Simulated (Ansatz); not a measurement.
Coupled-cluster run, C₃H₅BSe (`C=CBC=[Se]`).

```yaml
crystal:
  periodic: [false, false, false]
  atoms:
    - {symbol: C, position_ang: [0.040297, -1.549731, 0.456706]}
    - {symbol: C, position_ang: [-0.872419, -0.603719, 0.220427]}
    - {symbol: B, position_ang: [-0.527478, 0.873194, -0.095810]}
    - {symbol: C, position_ang: [0.912740, 1.378317, -0.245852]}
    - {symbol: Se, position_ang: [1.243750, 1.281843, -1.973988]}
    - {symbol: H, position_ang: [-0.232640, -2.571409, 0.704083]}
    - {symbol: H, position_ang: [1.104832, -1.340943, 0.396125]}
    - {symbol: H, position_ang: [-1.920903, -0.887916, 0.286372]}
    - {symbol: H, position_ang: [-1.401099, 1.686701, -0.214717]}
    - {symbol: H, position_ang: [1.652910, 1.733652, 0.466644]}
basis:
  gaussian: {orbitals: def2-SVP}
correlation: {method: ccsd_t}
```

```sh
$ ansatz run in.yaml --threads 4 --pin off --events-out ev --progress --plain --max-ram 10444MiB
```

The program prints (abridged):

```
Functional definition: HF
1147 factors; integrals over basis functions are off by at most 1.6e-3 eV
mean field evaluation 1: about -69130.1080 eV, gradient 2.5e1 eV
mean field evaluation 2: about -69130.1962 eV, gradient 2.5e1 eV
mean field evaluation 4: about -69132.5216 eV, gradient 4.0e0 eV
mean field evaluation 8: about -69132.5857 eV, gradient 1.5e-1 eV
mean field evaluation 16: about -69132.4924 eV, gradient 1.5e0 eV
mean field -69132.58589862 eV, -2540.5756720245 hartree, gradient 5.3e-6 eV, S^2 0.000000; 0 other end points of the search recorded, 0 dependent functions left out; unrestricted orbitals would lower it
13 core orbitals not correlated: weight in the atoms' cores, before any rotation towards them, 1.000 or more for the frozen orbitals, at most 0.000 for the correlated occupied ones
reference -69132.58589862 eV, -2540.5756720245 hartree; 18, 18 occupied and 82, 82 virtual orbitals, 1147 factors
second order -19.33333445 eV of doubles, -0.00000000 eV of singles
cycle   1  -19.67651022 eV  change   -3.4e-1 eV  update   1.3e-1
cycle   2  -20.28947667 eV  change   -6.1e-1 eV  update   4.3e-2
cycle   3  -20.46867768 eV  change   -1.8e-1 eV  update   2.8e-2
cycle   4  -20.45533877 eV  change    1.3e-2 eV  update   9.2e-3
cycle   5  -20.45515348 eV  change    1.9e-4 eV  update   4.5e-3
cycle   6  -20.45589235 eV  change   -7.4e-4 eV  update   1.4e-3
cycle   7  -20.45529375 eV  change    6.0e-4 eV  update   7.3e-4
cycle   8  -20.45524075 eV  change    5.3e-5 eV  update   3.1e-4
cycle   9  -20.45531103 eV  change   -7.0e-5 eV  update   1.8e-4
cycle  10  -20.45520910 eV  change    1.0e-4 eV  update   1.1e-4
cycle  11  -20.45526003 eV  change   -5.1e-5 eV  update   6.6e-5
cycle  12  -20.45528959 eV  change   -3.0e-5 eV  update   3.1e-5
perturbative correction -0.80921809 eV, -0.0297382164 hartree
Total energy: -69153.85040630 eV, -2541.3571282683 hartree
```

It took 9.5 s on 4 threads of an Arm Neoverse V2 on a shared host, with 0.59 GiB of host memory at the peak.

The correlation energy is -21.265 eV, 3.8 % of it from (T); the T1 diagnostic reads 0.0175.
